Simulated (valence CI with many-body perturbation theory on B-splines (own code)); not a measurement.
Results of a calculation; reference values are marked as such.
## Assign the levels of Rh XV

Level of theory: valence CI with perturbative core correlation (CI+MBPT): three valence electrons over a frozen Dirac-Fock core [Ar] 3d10, a basis of 11 s, 11 p, 9 d, 7 f, 5 g, 2 h, 1 i functions for each j, with the one-electron correlation potential Σ1, the two-electron term Σ2, the three-electron term Σ3, Breit, model QED; selected CI, second order for the rest (own B-spline code, finite nucleus).

No measured spectrum was set against this ion. As an estimate, levels hold to about 250 cm⁻¹ or 0.2 % of their energy and the worst to 1 %, as in measured heavy ions of charge 2 to 7; those with d or f electrons hold less well.

| No. | J | Parity | E (cm⁻¹) | g |
| --- | --- | --- | --- | --- |
| 1 | 1/2 | odd | 0 | 0.665 |
| 2 | 3/2 | odd | 45580 | 1.333 |
| 3 | 1/2 | even | 245450 | 2.604 |
| 4 | 3/2 | even | 269520 | 1.720 |
| 5 | 5/2 | even | 287550 | 1.535 |
| 6 | 3/2 | even | 330700 | 0.838 |
| 7 | 5/2 | even | 344870 | 1.265 |
| 10 | 3/2 | even | 418770 | 1.307 |
| 11 | 3/2 | even | 528320 | 0.800 |
| 12 | 5/2 | even | 535700 | 1.200 |
| 15 | 5/2 | odd | 640140 | 1.199 |
| 16 | 1/2 | odd | 681760 | 0.665 |
| 18 | 3/2 | odd | 723110 | 0.434 |
| 19 | 5/2 | odd | 732180 | 1.041 |

Energies count from the lowest level. Strongly mixed levels and levels close to another of their J and parity are left out, so the numbers can have gaps.

Task: Give configuration and LS term of each level.

Result: 1: 4s2 4p 2P°; 2: 4s2 4p 2P°; 3: 4s 4p2 4P; 4: 4s 4p2 4P; 5: 4s 4p2 4P; 6: 4s 4p2 2D; 7: 4s 4p2 2D; 10: 4s 4p2 2P; 11: 4s2 4d 2D; 12: 4s2 4d 2D; 15: 4p3 2D°; 16: 4p3 2P°; 18: 4s 4p 4d 4F°; 19: 4s 4p 4d 4F°.
